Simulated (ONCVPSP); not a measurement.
Varying the ONCV potential for Yb (Z = 70)

Base potential:

ONCVPSP 4.0.1 input, shortened (lines: element, Z, core and valence counts, functional; n l f; lmax; l rc ep ncon nbas qcut; lloc lpopt rc5 dvloc0; l nproj debl; icmod fcfact rcfact), BLYP, scalar-relativistic:

```
  Yb 70.00    9    4  -106131      upf
    1    0    2.00
    2    0    2.00
    2    1    6.00
    3    0    2.00
    3    1    6.00
    3    2   10.00
    4    0    2.00
    4    1    6.00
    4    2   10.00
    4    3   14.00
    5    0    2.00
    5    1    6.00
    6    0    1.50
    3
    0    2.25    0.00    3    6    6.10
    1    1.40    0.00    4    7    5.40
    2    2.40    0.04    4    9    4.70
    3    1.10    0.00    4    9   13.10
    4    5    0.90    6.00
    0    2    1.60
    1    3    1.50
    2    2    2.10
    3    1    3.40
    1    0.15    0.00
```

In the d channel the program set the typed energies aside and used 0.050, 2.150 Ha.

All-electron outer shells of the reference configuration (BLYP, scalar-relativistic, ld1.x):

| shell | level (eV) | outermost node (bohr) | outermost maximum (bohr) |
| --- | --- | --- | --- |
| 5s | -57.97 | 0.58 | 1.07 |
| 5p | -30.46 | 0.62 | 1.24 |
| 6s | -6.47 | 1.46 | 3.12 |
| 4f | -6.02 | – | 0.49 |

Cutoffs, loose and tight: the cutoffs (Ha) at which the residual kinetic energy of the hardest occupied pseudo-wave falls to 1 and 0.1 mHa per electron. They do not see the model core or the augmentation charge, which bear on the density cutoff. Test errors are all-electron minus pseudo excitation energies from the reference, over the configurations 4f14 5s2 5p6 6s2; 4f14 5s2 5p6 6s1; 4f14 5s2 5p6 6s0; 4f14 5s1 5p6 6s2. A dash means not determined; rows that change the core or the reference have their own tests.

A true bound ghost makes a file unfit for plane-wave use even where its test errors are small: the radial tests pick states by their node count and pass the ghost by.

```tsv
change	outcome	cutoff, loose	cutoff, tight	bound ghosts	GHOST(+) flags above zero	largest test error (meV)
base	generated, projector energies reset by the program	118 Ha	297 Ha	s, p	p, d	tests left out (the all-electron energies of this program are off by 10 to 40 meV for near-neutral 4f atoms)
all radii but the core radius scaled by about 0.85 (s 1.90, p 1.18, d 2.04, f 0.94 bohr); local potential polynomial inside 0.76 bohr (lpopt 5, dvloc0 6 Ha)	generated, projector energies reset by the program	388 Ha	528 Ha	s, p	p	tests left out (the all-electron energies of this program are off by 10 to 40 meV for near-neutral 4f atoms)
all radii but the core radius scaled by about 0.90 (s 2.02, p 1.26, d 2.16, f 0.98 bohr); local potential polynomial inside 0.80 bohr (lpopt 5, dvloc0 6 Ha)	generated, projector energies reset by the program	344 Ha	465 Ha	s, p	p, d	tests left out (the all-electron energies of this program are off by 10 to 40 meV for near-neutral 4f atoms)
all radii but the core radius scaled by about 0.94 (s 2.12, p 1.32, d 2.26, f 1.04 bohr); local potential polynomial inside 0.86 bohr (lpopt 5, dvloc0 6 Ha)	generated, projector energies reset by the program	275 Ha	377 Ha	s, p	p, d	tests left out (the all-electron energies of this program are off by 10 to 40 meV for near-neutral 4f atoms)
all radii but the core radius scaled by about 1.10 (s 2.46, p 1.54, d 2.64, f 1.20 bohr); local potential polynomial inside 0.98 bohr (lpopt 5, dvloc0 6 Ha)	generated, projector energies reset by the program	81 Ha	189 Ha	s	d	tests left out (the all-electron energies of this program are off by 10 to 40 meV for near-neutral 4f atoms)
all radii but the core radius scaled by about 1.14 (s 2.56, p 1.60, d 2.74, f 1.26 bohr); local potential polynomial inside 1.02 bohr (lpopt 5, dvloc0 6 Ha)	generated, projector energies reset by the program	77 Ha	99 Ha	none	s	tests left out (the all-electron energies of this program are off by 10 to 40 meV for near-neutral 4f atoms)
all radii but the core radius scaled by about 1.19 (s 2.68, p 1.66, d 2.86, f 1.30 bohr); local potential polynomial inside 1.06 bohr (lpopt 5, dvloc0 6 Ha)	generated, projector energies reset by the program	75 Ha	84 Ha	none	s	tests left out (the all-electron energies of this program are off by 10 to 40 meV for near-neutral 4f atoms)
all radii but the core radius scaled by about 1.26 (s 2.82, p 1.76, d 3.02, f 1.38 bohr); local potential polynomial inside 1.14 bohr (lpopt 5, dvloc0 6 Ha)	generated, projector energies reset by the program	72 Ha	79 Ha	none	s	tests left out (the all-electron energies of this program are off by 10 to 40 meV for near-neutral 4f atoms)
```

Task: What comes out with this change to the base: all radii but the core radius scaled by about 0.77 (s 1.72, p 1.08, d 1.84, f 0.84 bohr); local potential polynomial inside 0.70 bohr (lpopt 5, dvloc0 6 Ha)?

Result: outcome: generated, projector energies reset by the program; cutoff, loose: 517 Ha; cutoff, tight: 796 Ha; bound ghosts: s, p; GHOST(+) flags above zero: p, d; largest test error (meV): tests left out (the all-electron energies of this program are off by 10 to 40 meV for near-neutral 4f atoms).

Task: What comes out with this change to the base: all radii but the core radius scaled by about 1.34 (s 3.02, p 1.88, d 3.22, f 1.48 bohr); local potential polynomial inside 1.20 bohr (lpopt 5, dvloc0 6 Ha)?

Result: outcome: generated, projector energies reset by the program; cutoff, loose: 67 Ha; cutoff, tight: 74 Ha; bound ghosts: none; GHOST(+) flags above zero: none; largest test error (meV): tests left out (the all-electron energies of this program are off by 10 to 40 meV for near-neutral 4f atoms).

Reading the sweep of the scale of all radii but the core radius (base = 1) (base included, trends over the rows without a ghost): The loose cutoff stays near 72 Ha. Bound ghosts are found at 0.77, 0.85, 0.9, 0.94, 1, 1.1.
